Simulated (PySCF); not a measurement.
A geometry optimisation on [BBrH3]-, `[BH3-]Br`.

Computed with PBE0-D3(BJ)/def2-SVP geometry optimisation, gas phase (PySCF 2.14.0). Start geometry: GFN2-xTB. The input is one job of a driver script: a line of settings, then coordinates in Å.

Input:
```
{"job": {"xc": "PBE0", "basis": "def2-SVP", "d3": "d3bj", "grid": 1, "maxiter": 40, "kind": "geom"}, "charge": -1, "multiplicity": 1}
B     -0.002450     0.001710    -0.185070
Br     0.015160    -0.019850     1.842860
H      1.149500     0.010510    -0.559790
H     -0.585750     1.003800    -0.536400
H     -0.576460    -0.996180    -0.561610
```

Question: Give the output.

Answer: 
```
step   0  E = -2600.20555250  max force = 0.019159
step   1  E = -2600.20757853  max force = 0.006728
step   2  E = -2600.20771651  max force = 0.003504
step   3  E = -2600.20775338  max force = 0.000352
step   4  E = -2600.20775390  max force = 0.000036
optimisation converged
```

Energies in Eh; «max force» is the largest Cartesian gradient component in Eh/bohr.

Question: Give the first gradient maximum in eV/Å.

Answer: With 1 Eh/bohr = 51.422 eV/Å, 0.985 eV/Å.

Question: How much energy does the optimisation release, in kcal/mol?

Answer: E(step 0) − E(last step) = 0.002201 Eh, which is 1.4 kcal/mol.

Main results: final energy -2600.20775 Eh after 4 steps.

Question: Give the final coordinates.

Answer: 0.041 Å rms from the input after alignment:
```
atom  x, y, z in Å
B1    -0.0020    0.0027   -0.2164
Br2    0.0170   -0.0239    1.9094
H3     1.1773    0.0124   -0.5746
H4    -0.6007    1.0282   -0.5465
H5    -0.5917   -1.0195   -0.5719
```

Question: How long does this job take on an Arm Neoverse V1 with one thread (shared host)?

Answer: About 5.4 s.
Labels such as C1 count atoms from 1, the log's own numbers from 0.
